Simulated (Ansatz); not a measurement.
`CO[SiH2][NH][GeH3]` and `CO[SiH2]P` differ in one atom or group.

Ansatz, PBE0-D4/def2-TZVP geometries, multiplicity 1. Each molecule was computed in one conformer, which needn't be the lowest.

Scalar relativity is left out up to krypton.

| property | `CO[SiH2][NH][GeH3]` |
| --- | --- |
| HOMO–LUMO gap (ωB97M-V/def2-TZVPP) / eV | 11.81 |
| LUMO energy (PBE/def2-TZVPP) / eV | -0.56 |
| HOMO energy (B3LYP/def2-TZVPP) / eV | -7.32 |
| HOMO energy (ωB97M-V/def2-TZVPP) / eV | -9.90 |
| HOMO–LUMO gap (B3LYP/def2-TZVPP) / eV | 7.37 |
| HOMO–LUMO gap (PBE/def2-TZVPP) / eV | 5.65 |

What does the change do to each property? (An estimate is asked.)

Computed: 
```json
{"property": "HOMO–LUMO gap (ωB97M-V/def2-TZVPP) / eV", "`CO[SiH2]P`": "11.43", "shift": "-0.38"}
{"property": "LUMO energy (PBE/def2-TZVPP) / eV", "`CO[SiH2]P`": "-0.72", "shift": "-0.16"}
{"property": "HOMO energy (B3LYP/def2-TZVPP) / eV", "`CO[SiH2]P`": "-7.17", "shift": "0.15"}
{"property": "HOMO energy (ωB97M-V/def2-TZVPP) / eV", "`CO[SiH2]P`": "-9.48", "shift": "0.42"}
{"property": "HOMO–LUMO gap (B3LYP/def2-TZVPP) / eV", "`CO[SiH2]P`": "7.14", "shift": "-0.23"}
{"property": "HOMO–LUMO gap (PBE/def2-TZVPP) / eV", "`CO[SiH2]P`": "5.50", "shift": "-0.15"}
```

With PBE0 the HOMO rises by 0.18 eV and the LUMO falls by 0.11 eV, so the gap narrows by about 0.29 eV. PBE moves the HOMO by -0.01 eV and ωB97M-V by 0.42 eV.

B3LYP here is the variant with VWN-RPA as its local correlation; programs differ in this.
